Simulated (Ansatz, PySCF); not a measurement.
Process, species as SMILES: CC[N](C)[GeH3] [N-germyl-N-methylethanamine] → [CH2]C[N](C)[GeH3] + H atom (the C-H bond at the site shown breaks; other sites are not compared here)
Structures are relaxed separately at B3LYP-D3(BJ)/def2-TZVP in Ansatz (an electronic-structure program), one conformer each, not searched for the lowest. Frequencies are from Ansatz or PySCF.

Property: bond dissociation energy (enthalpy at 298 K, with B3LYP-D3(BJ) rigid-rotor harmonic-oscillator terms), in kcal/mol. Correlated levels leave the core frozen unless marked. UHF or UKS for open shells. Spin-orbit coupling is left out. Frozen are the shells of the preceding noble gas and the d and f shells that filled before the atom's block. No relativistic terms. CBS marks a two-point X^-3 extrapolation of the correlation energy; Hartree-Fock from the larger set.

CCSD(T)/CBS(cc-pVTZ,cc-pVQZ) (Ansatz) gives 101.2 kcal/mol.

### Question
Another calculation gave 98.9 kcal/mol. Which level was it?
(A) B97M-V/def2-TZVPD (Ansatz)
(B) r2SCAN0/def2-TZVPD (Ansatz)
(C) SVWN5/def2-TZVPD (Ansatz)

### Answer
A, B97M-V/def2-TZVPD (Ansatz). The others give 109.1 (SVWN5), 95.3 (r2SCAN0) kcal/mol.
